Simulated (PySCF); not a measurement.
## Structure and specific rotation at 589.3 nm (origin-invariant length gauge)

Method used: TDDFT wB97X-D/def2-SVPD circular dichroism and optical rotation, one conformer, gas phase (PySCF 2.14.0). Geometry: GFN2-xTB.

Each molecule in one low-energy conformer. The parent is C[C@@H](F)C[C@H](F)C#N.

The molecule is flexible and this is one conformer; a measurement averages over conformers.

Problem. How does the specific rotation at 589.3 nm (origin-invariant length gauge) change along this series?
- C[C@@H](F)C[C@H](F)C#N (base)
- C[C@H](F)C[C@H](F)C#N (diastereomer)

Solution. 
```
              molecule  [α]589 (deg dm⁻¹ (g/mL)⁻¹)  S1 (eV)  R(S1), velocity form (10⁻⁴⁰ esu² cm²)
C[C@@H](F)C[C@H](F)C#N                       -71.9     7.38                                   -3.1
 C[C@H](F)C[C@H](F)C#N                       +56.6     7.38                                   +0.1
```
The specific rotation at 589.3 nm (origin-invariant length gauge) is lowest for C[C@@H](F)C[C@H](F)C#N and highest for C[C@H](F)C[C@H](F)C#N.
